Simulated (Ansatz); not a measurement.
```yaml
crystal:
  periodic: [false, false, false]
  atoms:
    - {symbol: O, position_ang: [-0.164256, -1.498155, -0.901334]}
    - {symbol: C, position_ang: [0.046433, -0.544104, -0.182339]}
    - {symbol: Si, position_ang: [1.318087, -0.739238, 1.269544]}
    - {symbol: Si, position_ang: [-0.876151, 1.133500, -0.517995]}
    - {symbol: S, position_ang: [-2.052892, 0.780046, -2.240119]}
    - {symbol: H, position_ang: [1.261489, 0.461229, 2.144049]}
    - {symbol: H, position_ang: [2.668144, -0.859484, 0.664118]}
    - {symbol: H, position_ang: [0.974490, -1.962369, 2.034358]}
    - {symbol: H, position_ang: [-1.668053, 1.469926, 0.695457]}
    - {symbol: H, position_ang: [0.148846, 2.196461, -0.698104]}
    - {symbol: H, position_ang: [-1.590738, -0.494813, -2.247033]}
basis:
  gaussian: {orbitals: cc-pVTZ}
hamiltonian: {xc: {name: PBE-QIDH}}
```

```sh
$ ansatz run in.yaml --threads 4 --pin off --events-out ev --progress --plain --max-ram 10444MiB
```

Shortened log:

```
Functional definition: PBE-QIDH
1418 factors; integrals over basis functions are off by at most 9.3e-4 eV
mean field evaluation 1: about -29741.6271 eV, gradient 3.4e1 eV
mean field evaluation 2: about -29741.9094 eV, gradient 3.4e1 eV
mean field evaluation 4: about -29744.5136 eV, gradient 4.2e0 eV
mean field evaluation 8: about -29744.5787 eV, gradient 3.4e-1 eV
mean field evaluation 16: about -29744.5795 eV, gradient 3.9e-4 eV
mean field -29744.57947519 eV, -1093.0931341131 hartree, gradient 6.8e-6 eV, S^2 0.000000; 0 other end points of the search recorded, 0 dependent functions left out
17 core orbitals not correlated: weight in the atoms' cores, before any rotation towards them, 1.000 or more for the frozen orbitals, at most 0.000 for the correlated occupied ones
reference -29744.57948981 eV, -1093.0931346506 hartree; 15, 15 occupied and 214, 214 virtual orbitals, 1418 factors
second order -25.20272360 eV of doubles, -0.00000000 eV of singles
Total energy: -29752.98039768 eV, -1093.4018623203 hartree
```

It took 4 s on 4 threads of an Intel Xeon Platinum 8488C on a shared host, with 0.67 GiB of host memory at the peak.
